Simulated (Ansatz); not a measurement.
C3H10OSi can be A, `CC(C)O[SiH3]`, or B, `CC[SiH2]CO`.

Computed with Ansatz on PBE0-D4/def2-TZVP structures; ΔE is electronic, products minus reactants. CBS: MP2 limit from def2 TZ/QZ plus the TZ coupled-cluster correction, frozen cores. DFT in def2-TZVPP. B3LYP here is the variant with VWN-RPA as its local correlation; programs differ in this. One conformer a species, not always the lowest.

Problem. Which is lower in electronic energy at CCSD(T)/CBS, and by how much? (An estimate is asked.)

Solution. Computed: A, by 25.1 kcal/mol.

Problem. Give E(B) − E(A) in kcal/mol with B3LYP, B2PLYP, PBE0-D4, HF/def2-TZVPP, MP2/def2-TZVPP, CCSD(T)/def2-TZVPP, CCSD/def2-TZVPP. (Estimate.)

Solution. Ansatz gave: B3LYP 24.9, B2PLYP 25.7, PBE0-D4 22.3, HF/def2-TZVPP 30.3, MP2/def2-TZVPP 25.9, CCSD(T)/def2-TZVPP 25.4, CCSD/def2-TZVPP 25.9. None reverses the order clearly.

Problem. Does the order hold for the free energy at 298.15 K (harmonic terms from PBE0-D4)? (Estimate.)

Solution. The calculation gave: Yes: G(B) − G(A) = +25.6 kcal/mol, for one conformer each. Modes under 60 cm⁻¹, often nearly free rotors, make the harmonic entropy too high.

Largest T1 diagnostic: 0.010.

Leaving LDA and LC-ωPBE aside and taking each functional with its dispersion term where it has one, the values, not all of them listed here, spread over 6.2 kcal/mol, from PBE-D4 to BHLYP-D4. LDA lies +2.0 kcal/mol from PBE without D4. In def2-TZVPP, CCSD(T) changes the Hartree–Fock value by −5.0 kcal/mol (the triples alone add −0.5 kcal/mol) and MP2 by −4.4 kcal/mol.
